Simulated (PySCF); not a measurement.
SMILES s1c(ccc1)-c1sc(cc1)C=C (C₁₀H₈S₂) (GFN2-xTB optimised geometry):

```
20

C      2.644    -3.857     0.000
C      1.470    -3.229     0.000
C      1.293    -1.803     0.000
C      2.225    -0.794     0.000
C      1.663     0.488     0.000
C      0.289     0.483     0.000
C     -0.598     1.599     0.000
C     -1.969     1.599     0.000
C     -2.522     2.893     0.000
C     -1.576     3.868     0.000
S      0.019     3.228     0.000
S     -0.320    -1.145     0.000
H      3.579    -3.325     0.000
H      2.702    -4.931     0.000
H      0.553    -3.804     0.000
H      3.285    -0.972     0.000
H      2.237     1.398     0.000
H     -2.550     0.694     0.000
H     -3.579     3.090     0.000
H     -1.713     4.931     0.000
```

Calculation: PBE0/def2-SVP (PySCF 2.14.0).

Q: What are the frontier orbital energies and the dipole moment?

A: HOMO-2 -7.44 eV, HOMO-1 -7.30 eV, HOMO -5.67 eV, LUMO -1.66 eV, LUMO+1 -0.28 eV; dipole moment 0.20 D.

Meta-Löwdin charges at PBE0/def2-SVP: C1 -0.23, C2 -0.10, C3 -0.09, C4 -0.13, C5 -0.14, C6 -0.10, C7 -0.10, C8 -0.15, C9 -0.13, C10 -0.23, S11 0.24, S12 0.23, H13 0.11, H14 0.11, H15 0.11, H16 0.12, H17 0.12, H18 0.12, H19 0.12, H20 0.13.
